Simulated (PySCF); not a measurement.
**Question.** Give a PBE0-D3(BJ)/def2-SVP geometry of `C#[C][GeH2][N]=C`.

**Answer.** 
```xyz
10
C3H5GeN angstrom
C      2.239   -0.586    0.727
C      1.425    0.106    0.144
Ge     0.037    1.091   -0.721
N     -1.605    0.274   -0.428
C     -1.706   -0.783    0.254
H      2.973   -1.186    1.236
H      0.282    1.113   -2.234
H     -0.035    2.506   -0.139
H     -0.857   -1.318    0.733
H     -2.702   -1.239    0.407
```

Orientation and origin are arbitrary. Atoms count from 1 in this order. Of the pairs four or more bonds apart, C2···H9 is among the closest relative to their van der Waals radii: 2.75 Å, 95 % of the sum of Bondi's values. Ge3 (germanium bonded to C, N and 2 H) is tetrahedral (angles from 107.7° to 111.7°). The 5 heavy atoms lie in one plane (0.001 Å rms).

Bonds between heavy atoms (Å): C1≡C2 1.217, C2–Ge3 1.909, Ge3–N4 1.857, N4=C5 1.263.

Method: PBE0-D3(BJ)/def2-SVP geometry optimisation, gas phase in PySCF.

Point group: Cs (every atom within 0.08 Å of its image). Not checked by PBE0-D3(BJ)/def2-SVP frequencies. One conformer, not necessarily the lowest (C2–Ge3–N4–C5 0°).
